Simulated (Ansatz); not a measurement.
C5H4Cl3F3O2Ti, SMILES `CC1=CC(C(F)(F)F)=[O+][Ti-]([Cl])([Cl])([Cl])[O]1`, relaxed with RKS PBE0-D4/def2-TZVP in the Gaussian-basis code of Ansatz from a PBE-D4/def2-SVP geometry. The force threshold is 0.005 eV/Å; the program also tests the step.

Total charge 0; spin multiplicity 1.

Start:

```xyz
18

C     1.420   -1.540   -1.827
C     0.589   -0.807   -0.816
C     0.807    0.545   -0.508
C    -0.012    1.182    0.444
C     0.208    2.673    0.780
F    -0.890    3.379    0.458
F     0.442    2.818    2.095
F     1.258    3.186    0.103
O    -0.959    0.635    1.079
Ti   -1.738   -1.287    1.082
Cl   -1.272   -1.331    3.231
Cl   -2.295   -3.421    0.818
Cl   -3.668   -0.372    0.562
O    -0.343   -1.508   -0.250
H     1.887   -2.423   -1.346
H     0.758   -1.934   -2.626
H     2.202   -0.900   -2.274
H     1.606    1.106   -1.006
```

Task: By how much does the energy fall, and how many steps does the optimiser take? (An estimate is asked.)

Result: The calculation gave: 0.09 eV, in 4 steps.

Task: Which bonds change most? (Estimate.)

Result: Ansatz gave: C3–C4 from 1.408 to 1.390 Å; O9–Ti10 from 2.073 to 2.056 Å; C3–H18 from 1.096 to 1.078 Å; C5–F8 from 1.351 to 1.334 Å.

Task: Give the relaxed structure. (Best estimate.)

Result: Ansatz gave: 
```xyz
18

C     1.407   -1.523   -1.809
C     0.582   -0.798   -0.807
C     0.799    0.538   -0.507
C    -0.009    1.165    0.434
C     0.210    2.648    0.770
F    -0.874    3.348    0.454
F     0.444    2.791    2.069
F     1.245    3.160    0.102
O    -0.945    0.632    1.066
Ti   -1.721   -1.271    1.073
Cl   -1.261   -1.331    3.211
Cl   -2.276   -3.396    0.807
Cl   -3.646   -0.372    0.553
O    -0.338   -1.492   -0.247
H     1.871   -2.389   -1.329
H     0.753   -1.909   -2.595
H     2.174   -0.887   -2.246
H     1.586    1.086   -1.000
```
